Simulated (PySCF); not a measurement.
**Spin states of CdTe⁺**

Unrestricted PBE0; PySCF, scalar-relativistic core potentials, basis sets Cd def2-SVP with ECP28, Te def2-SVP with ECP28. Outer shells of the fragments: Cd+ 4d10 5s1; Te 4d10 5s2 5p4.

Followed along the bond (rough minima from three points):

| 2Ms+1 | unpaired | ⟨S²⟩ at the start | R at minimum (Å) | Te (eV) |
| --- | --- | --- | --- | --- |
| 2 | π ↑ | 0.77 | 2.66 | 0.00 |
| 4 | σ ↑, π ↑↑ | 3.76 | 3.09 | 0.19 |
| 2 | σ ↓, π ↑↑ | 1.76 | 3.05 | 0.44 |
| 2 | σ ↑, π ↑↓ | 1.76 | 3.06 | 0.70 |

Solutions found at the starting distance of 2.820 Å, counted from the lowest of them; the search is not exhaustive and high or unbound solutions are not listed, so other states can lie among these:

| 2Ms+1 | unpaired | term | E (eV) | ⟨S²⟩ | ⟨Lz²⟩ | μ (D) |
| --- | --- | --- | --- | --- | --- | --- |
| 2 | π ↑ | ²Π | 0.00 | 0.77 | 1.01 | -4.66 |
| 4 | σ ↑, π ↑↑ | ⁴Σ⁻ | 0.20 | 3.76 | 0.00 | -0.19 |
| 2 | σ ↓, π ↑↑ | mixed | 0.43 | 1.76 | 0.00 | -0.49 |
| 2 | σ ↑, π ↑↓ | mixed | 0.70 | 1.76 | 2.01 | -0.37 |
| 2 | σ ↑ | mixed | 1.81 | 0.75 | 2.00 | -0.38 |
| 4 | σ ↑↑, π ↑ | ⁴Π | 2.05 | 3.75 | 1.01 | -2.71 |

A term symbol is given only where ⟨S²⟩ and ⟨Lz²⟩ are close to those of a pure state; real π, δ and φ orbitals otherwise mix terms. A positive dipole points towards Te; it is taken about the centre of mass and depends on that origin.

Spin–orbit coupling is left out. Counting both spins, an empty level lies below a filled one in some of these solutions, because spin and occupation are held.
